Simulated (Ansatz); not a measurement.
Basis sets compared for TeF4. The state is a singlet with charge 0. Geometry B3LYP-D4/def2-SVP. Ansatz on 4 threads of Arm Neoverse V1 on a shared host; times are rough, and most runs start from earlier orbitals.

Cartesian coordinates in Å:
```
Te -0.045 -0.485 -0.323
F 1.786 -0.776 0.290
F -1.839 0.200 -0.674
F 0.552 1.255 -0.805
F -0.454 -0.193 1.511
```

In the def2 sets Te takes a core potential; there is no spin–orbit coupling.

Binding counts from free atoms (Te triplet, F doublet) in the same basis, without a counterpoise term.

```csv
level,functions,energy (Eh),HOMO (eV),LUMO (eV),binding per atom (eV),wall time
PBE-D4/def2-SVP,82,-666.7094,-8.27,-3.70,3.19,0.55 s
PBE0-D4/def2-SVP,82,-666.6998,-10.01,-3.12,2.82,0.75 s
```

**Question.** Estimate the rows for PBE-D4/def2-TZVP (with forces), PBE0-D4/def2-TZVP.

**Answer.** 
```
                         level  functions  energy (Eh)  HOMO (eV)  LUMO (eV)  binding per atom (eV)  wall time
PBE-D4/def2-TZVP (with forces)        174    -667.2642      -8.76      -4.04                   3.34      1.4 s
             PBE0-D4/def2-TZVP        174    -667.2509     -10.35      -3.35                   3.00      1.8 s
```
